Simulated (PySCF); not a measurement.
Computed, not measured: PBE0-D3(BJ)/def2-SVP geometry optimisation, gas phase, def2 core potentials past Kr in PySCF. One conformer each; commonest isotopes, rigid rotors. Atoms past krypton carry def2 core potentials. The geometries of the anions come from a basis without diffuse functions. Dipoles of ions are taken about the centre of mass.

Species:
1. [WO3F]-, `[O]=[W-](=[O])(=[O])[F]`
2. `[SiH3:1][SiH2:2][SiH2:3][N:4]([SiH3:5])[SiH3:6]` with Si1–Si2–Si3–N4 -27°, Si2–Si3–N4–Si5 -68°
3. `Cc1ccc(Br)cc1` (p-bromotoluene)

Rotational constants (MHz) and dipole components (D):

```tsv
set	A	B	C	μa	μb	μc
P	5524	637.0	573.2	2.13	0.00	0.05
Q	3920	3357	3356	2.00	0.02	0.00
R	1418	760.7	729.3	0.07	0.13	0.05
```

Problem. Which set belongs to which species?

Solution. P = 3, Q = 1, R = 2.

- 1 (set Q): mass 250.9 u, 5 heavy atoms, longest extent 3.0 Å, C3v, prolate symmetric top, Ia, Ib, Ic = 128.9, 150.6, 150.6 u·Å².
- 2 (set R): mass 167.0 u, 6 heavy atoms, longest extent 7.3 Å, C1, near-prolate asymmetric top, Ia, Ib, Ic = 356.5, 664.4, 693.0 u·Å².
- 3 (set P): mass 170.0 u, 8 heavy atoms, longest extent 6.7 Å, Cs, near-prolate asymmetric top, Ia, Ib, Ic = 91.5, 793.4, 881.7 u·Å².

Each constant is 505379 MHz·u·Å² over a principal moment. Point groups hold within 0.08 Å; constants that symmetry makes equal can differ a little in the computed geometry, and forbidden dipole components can keep a residue. No structure here is proved a minimum.
